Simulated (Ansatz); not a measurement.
## Calibrating MP2/def2-TZVPP on Si-containing molecules

The vertical ionisation energy (cation less neutral) in eV of 8 Si-containing molecules: x at MP2/def2-TZVPP, y at CCSD(T)/def2-TZVPP. Shapes, held fixed at every level: PBE0-D4/def2-TZVP. Flexible molecules stand in one conformer, not always the lowest. Programs: Ansatz 0.2.0.

| molecule | x (eV) | y (eV) |
| --- | --- | --- |
| Si8H8 (SMILES [SiH]12[SiH]3[SiH]4[SiH]1[SiH]1[SiH]2[SiH]3[SiH]41) | 7.68 | 7.79 |
| Ge3Si2H10 (SMILES [SiH2]1[GeH2][SiH2][GeH2][GeH2]1) | 9.47 | 9.38 |
| Ge2Si4H14 (SMILES [SiH3][SiH2][GeH2][GeH2][SiH2][SiH3]) | 9.49 | 9.40 |
| Ge2Si4H14 (SMILES [SiH3][SiH2][SiH2][GeH2][SiH2][GeH3]) | 9.60 | 9.50 |
| Ge3SiH10 (SMILES [SiH3][GeH2][GeH2][GeH3]) | 9.61 | ? |
| GeSi4H12 (SMILES [SiH3][SiH2][GeH2][SiH2][SiH3]) | 9.63 | 9.56 |
| Ge2Si3H12 (SMILES [SiH3][GeH2][SiH2][SiH2][GeH3]) | 9.68 | 9.59 |
| Ge3SiH10 (SMILES [GeH3][SiH2][GeH2][GeH3]) | 9.71 | 9.64 |

Q: Fit y = c + s·x to the known rows and predict y for Ge3SiH10 (SMILES [SiH3][GeH2][GeH2][GeH3]).

A: 
1. Means of the 7 rows: x = 9.3229, y = 9.266.
2. Σ(Δx)² = 3.1971, Σ(Δx·Δy) = 2.8797, so the slope is 2.8797/3.1971 = 0.90072.
3. Intercept: 9.266 − (0.90072) × 9.3229 = 0.869. The largest residual of the fit is 0.026.
4. Ge3SiH10 (SMILES [SiH3][GeH2][GeH2][GeH3]): 0.869 + 0.90072 × 9.61 = 9.52 eV.

CCSD(T)/def2-TZVPP gives 9.54 eV, so the prediction is off by -0.02 eV, within the largest residual. Uncorrected, MP2/def2-TZVPP misses Ge3SiH10 (SMILES [SiH3][GeH2][GeH2][GeH3]) by +0.07 eV, and the other rows by 0.09 on average. The line overshoots: the miss goes from +0.07 to -0.02. Left out in turn, the other rows are missed by 0.06 eV on average. Cations run unrestricted. Relativity is left out for Ge. Outer-core shells of Ge are correlated, in sets that cover them unevenly.
